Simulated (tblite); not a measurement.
Species: C4H6SSi.
Numbering: `[CH:1]#[C:2][C@H:3]1[SiH2:4][CH2:5][S:6]1` (hydrogens: H7 on C1; H8 on C3; H9, H10 on Si4; H11, H12 on C5)

Computed with GFN2-xTB (tblite), gas phase: L-BFGS steps from a force-field or distance-geometry start until the largest atomic force falls under 0.01 eV/Å.

Step 54: E = -448.7865 eV
```
atom  x, y, z in Å  |  force x, y, z in eV/Å
C1      2.7807    0.1925    0.0102    0.000   0.024   0.012
C2      1.7036   -0.2826   -0.2159   -0.014  -0.019   0.005
C3      0.3923   -0.7842   -0.4832   -0.003  -0.011   0.006
Si4    -0.9405   -0.4569    0.8732    0.000   0.004  -0.005
C5     -1.5200    0.9359   -0.2975   -0.002  -0.001  -0.007
S6     -0.5266    0.2871   -1.7022    0.022   0.008  -0.009
H7      3.7323    0.5868    0.2069    0.004  -0.007  -0.008
H8      0.4460   -1.7985   -0.8776    0.001  -0.003  -0.015
H9     -0.4168   -0.0311    2.1666    0.004   0.003  -0.003
H10    -1.8963   -1.5617    0.9149    0.002   0.007   0.009
H11    -1.1829    1.9404   -0.0513   -0.010  -0.003   0.003
H12    -2.5706    0.9716   -0.5701   -0.006   0.000   0.011
```

Step 55: E = -448.7865 eV
```
atom  x, y, z in Å  |  force x, y, z in eV/Å
C1      2.7827    0.1904    0.0106    0.022   0.031   0.015
C2      1.7047   -0.2819   -0.2155   -0.036  -0.033   0.000
C3      0.3929   -0.7822   -0.4833   -0.005  -0.013   0.015
Si4    -0.9406   -0.4555    0.8732    0.007  -0.007  -0.003
C5     -1.5223    0.9355   -0.2977    0.000   0.001  -0.010
S6     -0.5251    0.2897   -1.7016    0.013   0.015  -0.012
H7      3.7357    0.5815    0.2063    0.005  -0.004  -0.006
H8      0.4460   -1.7965   -0.8781    0.002  -0.001  -0.013
H9     -0.4176   -0.0284    2.1664    0.004   0.003  -0.003
H10    -1.8940   -1.5623    0.9153    0.002   0.008   0.010
H11    -1.1884    1.9407   -0.0506   -0.010  -0.001   0.001
H12    -2.5728    0.9682   -0.5709   -0.005   0.001   0.007
```

Step 56: E = -448.7867 eV
```
atom  x, y, z in Å  |  force x, y, z in eV/Å
C1      2.7847    0.1878    0.0121    0.043   0.034   0.016
C2      1.7059   -0.2817   -0.2154   -0.054  -0.042  -0.004
C3      0.3934   -0.7797   -0.4839   -0.005  -0.013   0.022
Si4    -0.9402   -0.4532    0.8731    0.015  -0.021  -0.001
C5     -1.5256    0.9348   -0.2985    0.003   0.003  -0.013
S6     -0.5230    0.2937   -1.7014    0.001   0.024  -0.012
H7      3.7399    0.5738    0.2071    0.005   0.001  -0.004
H8      0.4458   -1.7937   -0.8799    0.000   0.002  -0.010
H9     -0.4170   -0.0239    2.1655    0.004   0.003  -0.004
H10    -1.8901   -1.5629    0.9168   -0.001   0.007   0.012
H11    -1.1964    1.9413   -0.0501   -0.009   0.002  -0.001
H12    -2.5763    0.9631   -0.5714   -0.002   0.000   0.000
```

Step 57: E = -448.7868 eV
```
atom  x, y, z in Å  |  force x, y, z in eV/Å
C1      2.7859    0.1850    0.0151    0.046   0.027   0.013
C2      1.7070   -0.2827   -0.2158   -0.051  -0.039  -0.003
C3      0.3936   -0.7774   -0.4854   -0.002  -0.009   0.019
Si4    -0.9386   -0.4504    0.8729    0.020  -0.030   0.001
C5     -1.5292    0.9341   -0.2997    0.004   0.003  -0.009
S6     -0.5210    0.2989   -1.7018   -0.010   0.027  -0.006
H7      3.7435    0.5648    0.2103    0.003   0.006  -0.002
H8      0.4448   -1.7908   -0.8834   -0.003   0.003  -0.007
H9     -0.4138   -0.0179    2.1637    0.003   0.003  -0.006
H10    -1.8845   -1.5631    0.9195   -0.006   0.005   0.015
H11    -1.2060    1.9420   -0.0501   -0.007   0.006  -0.004
H12    -2.5805    0.9568   -0.5713    0.003  -0.001  -0.010
```

Q: Estimate the geometry and energy of step 58. (The exact step hangs on the optimiser's Hessian estimate; all steps are aligned on step 57, rigid shifts and turns removed.)

A: E = -448.7869 eV, largest force 0.032 eV/Å
```
atom  x, y, z in Å  |  force x, y, z in eV/Å
C1      2.7853    0.1834    0.0186    0.027   0.010   0.005
C2      1.7074   -0.2848   -0.2168   -0.024  -0.021   0.004
C3      0.3932   -0.7766   -0.4873    0.003  -0.003   0.006
Si4    -0.9362   -0.4485    0.8726    0.016  -0.028   0.002
C5     -1.5315    0.9336   -0.3008    0.004   0.002   0.000
S6     -0.5201    0.3032   -1.7029   -0.012   0.022   0.003
H7      3.7444    0.5589    0.2151    0.001   0.010  -0.002
H8      0.4434   -1.7892   -0.8873   -0.008   0.002  -0.005
H9     -0.4089   -0.0128    2.1614    0.002   0.002  -0.008
H10    -1.8796   -1.5628    0.9226   -0.012   0.001   0.018
H11    -1.2128    1.9428   -0.0506   -0.005   0.007  -0.005
H12    -2.5835    0.9520   -0.5706    0.008  -0.003  -0.018
```

The energy changes by -0.0001 eV. The first-order estimate −F·Δx gives -0.0002 eV and the mean of the old and new forces, exact on a quadratic surface, -0.0001 eV. The step makes an angle of 84° with the force vector and moves no atom by more than 0.008 Å.

What follows is the cost of the whole relaxation. Time: 0.69 s wall. Hardware: one thread of an Arm Neoverse N1, on a shared host.
